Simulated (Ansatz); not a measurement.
## Ligand exchange through a proton shuttle

Start structure (Si2H6ClO2F3, singlet), relaxed at PBE0-D4/def2-TZVP:

```csv
atom,x (Å),y (Å),z (Å)
Si1,-0.8388,1.1282,0.9679
O2,-0.4950,0.5700,-0.5061
Si3,-0.8775,-0.8215,-1.3649
F4,0.4490,1.7728,1.5919
F5,-1.3765,-0.0018,1.9172
Cl6,-2.2575,2.5558,0.8504
H7,2.0463,-0.6758,0.5454
O8,1.2816,-1.1389,0.9057
H9,1.2616,0.8970,-0.8436
F10,2.1930,0.8423,-0.9110
H11,-1.4412,-1.8353,-0.4498
H12,0.3600,-1.2812,-2.0260
H13,-1.8860,-0.4286,-2.3778
H14,1.5811,-1.5830,1.7010
```

The step: Si₂H₃ClOF₂ ([F][Si]([F])([Cl])[O][SiH3]) + H₂O + HF → SiHClOF₂ ([OH][Si]([F])([F])[Cl]) + SiH₄O ([OH][SiH3]) + HF (still joined by a long Si–O bond); bonds formed: Si1–O8, O2–H9, H7–F10; bonds broken: H7–O8, H9–F10; bonds weakened to dative contacts: Si1–O2. Program: Ansatz 0.2.0. Basis: def2-TZVPP and def2-QZVPP. Cores are frozen in the correlated methods. Extrapolation: Hartree–Fock as exp(−7.88 √X), correlation as X^−2.97. Energies below are by CCSD(T) at an estimated basis limit (MP2 extrapolated from triple and quadruple zeta, plus CCSD(T) − MP2 in triple zeta).

Task: What are the electronic barrier and the energy of the step, from the start structure to the end structure? (To be estimated.)

Result: The calculation gives: Barrier 15.07 kcal/mol; step energy 4.58 kcal/mol (uphill); reverse barrier, their difference, 10.49 kcal/mol. Barrier and step energy count from the start structure, the reverse barrier from the end structure.

The saddle point: One imaginary mode of 603i cm⁻¹.
```tsv
pair	start (Å)	saddle (Å)	end (Å)
Si1–O8	3.10	1.77	1.67
O2–H9	1.82	1.21	0.98
H7–F10	2.11	1.28	0.96
Si1–O2	1.61	1.80	2.02
H7–O8	0.96	1.09	1.54
H9–F10	0.94	1.13	1.67
```

Zero-point energy (harmonic, PBE0-D4): ZPE is 47.22 kcal/mol at the start and 46.41 kcal/mol at the saddle, so the barrier goes from 15.07 to 14.26 kcal/mol.

The T1 diagnostic stays at or below 0.012.

Labels in which every atom is bracketed show which atoms are joined, not bond orders.

For scale, one of the runs: CCSD(T)/def2-TZVPP, 365 basis functions, launched by `ansatz run in.yaml --threads 4 --pin off --events-out ev --progress --plain --max-ram 66560MiB --backend cuda --devices 0, --max-vram 37GiB`. Hardware: 4 CPU threads of an AMD EPYC 7R13 and a share of one NVIDIA H100, shared host. Wall time 25 s; peak host memory 0.87 GiB.
